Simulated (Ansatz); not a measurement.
Molecule: sum formula BOF2 (charge -1, singlet). It need not be the lowest isomer of its formula. Whether it binds its extra electron was not tested at this geometry. 
Coordinates optimised at B3LYP-D3(BJ)/def2-TZVP (Ansatz, a first-principles code):
SMILES: [O-]B(F)F
```xyz
4

B      0.1543    -0.0299     0.0368
F     -0.5043     1.2097     0.1096
F     -0.7978    -0.9573    -0.4205
O      1.3684    -0.2653     0.3268
```
Charge -1, spin multiplicity 1.

Basis-set convergence of Hartree-Fock and MP2 correlation energies (hartree) with Ansatz. Valence correlation only, unless marked. No spin-orbit coupling. No relativistic terms. This anion needs diffuse functions, which these sets lack.

```json
[
 {"basis": "cc-pVDZ", "functions": "-", "E(HF)": "-298.62271", "E(corr, MP2)": "-0.64144"},
 {"basis": "cc-pVTZ", "functions": "120", "E(HF)": "-298.73504", "E(corr, MP2)": "-0.84452"},
 {"basis": "cc-pVQZ", "functions": "220", "E(HF)": "…", "E(corr, MP2)": "…"}
]
```

Task: What belongs in the gaps?

Result: 
- cc-pVQZ, E(HF): -298.76227
- cc-pVQZ, E(corr, MP2): -0.92103
